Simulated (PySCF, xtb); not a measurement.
SeF3, SMILES F[Se](F)F, multiplicity 2.

Harmonic wavenumbers (cm⁻¹) from xtb 6.7.1 with GFN2-xTB at its own minimum, in rising order: 124, 201, 303, 385, 436, 512.

Q: What does PBE-D3(BJ)/def2-SVP (PySCF 2.14.0) give at its own minimum? (Estimate from the structure and the level; the computed values follow.)

A: 48, 219, 325, 549, 605, 671. Paired by order, the mean absolute difference is 101 cm⁻¹ and the zero-point energies are 2.8 and 3.5 kcal/mol.
